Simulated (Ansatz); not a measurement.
Species: HgCl, net charge 0, doublet state. The spin state was set by rule; other spins were not relaxed. 
Structure (B3LYP-D3(BJ)/def2-TZVP (Ansatz, a program for electronic structure) minimum search):
```xyz
2

Hg     0.0000     0.0000    -0.4308
Cl     0.0000     0.0000     2.0275
```
Charge 0, spin multiplicity 2.

Dipole moments at this geometry, in debye (magnitudes).

```csv
level,program,dipole (D)
BLYP/def2-TZVPD,Ansatz,2.77
revPBE/def2-TZVPD,Ansatz,2.91
r2SCAN/def2-TZVPD,Ansatz,3.00
PBE0/def2-TZVPD,Ansatz,3.19
r2SCAN0/def2-TZVPD,Ansatz,3.24
HSE06/def2-TZVPD,Ansatz,3.18
LC-wPBE/def2-TZVPD,Ansatz,?
wB97M-V/def2-TZVPD,Ansatz,3.44
CCSD(T)/def2-SVPD,Ansatz,?
```

**Question.** Fill in the missing entries.

**Answer.** 
- LC-wPBE/def2-TZVPD, dipole (D): 3.64
- CCSD(T)/def2-SVPD, dipole (D): 3.27
